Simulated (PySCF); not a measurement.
Coordinates in bohr (charge 0 multiplicity 6):
```
Ir    0.0000    0.0000   -0.2913
S     0.0000    0.0000    4.2514
Cl    4.1846    0.0000   -1.1390
Cl   -4.1846    0.0000   -1.1390
```

Computed with UB3LYP in PySCF with Ir def2-SVP with ECP60, S def2-SVP, Cl def2-SVP; scalar-relativistic core potentials, no spin–orbit coupling; density-fitted integrals.

This geometry of IrSCl₂ is a stationary point at this level.

Problem. What is the point group?

Solution. C2v.

Problem. Is it a minimum?

Solution. Yes: all harmonic wavenumbers are real, though the softest, 58 cm⁻¹, leaves little margin.

Problem. List the harmonic modes with their infrared intensities.

Solution. 
```json
{"symmetry": "a1", "ω (cm⁻¹)": "58", "IR (km/mol)": "0.4"}
{"symmetry": "b2", "ω (cm⁻¹)": "59", "IR (km/mol)": "0.2"}
{"symmetry": "b1", "ω (cm⁻¹)": "80", "IR (km/mol)": "0.3"}
{"symmetry": "a1", "ω (cm⁻¹)": "283", "IR (km/mol)": "0.1"}
{"symmetry": "a1", "ω (cm⁻¹)": "357", "IR (km/mol)": "2.2"}
{"symmetry": "b2", "ω (cm⁻¹)": "382", "IR (km/mol)": "56.4"}
```

Problem. Give the ideal-gas entropy at 298.15 K and 1 bar by parts.

Solution. translation 179.8, rotation 115.0, vibration 69.5, spin 14.9; total 379.1 J/(mol K).

In C2v the vibrations span 3a1 + 2b2 + b1. Here b1 is antisymmetric to the molecular plane and b2 lies in it.

Only a few start shapes were tried, so a lower isomer may exist. With open d or f shells other occupations or spin states may lie lower. At this level a doublet minimum of C2v symmetry lies 184 kJ/mol below this structure. Spin–orbit coupling, left out here, can matter for elements this heavy.
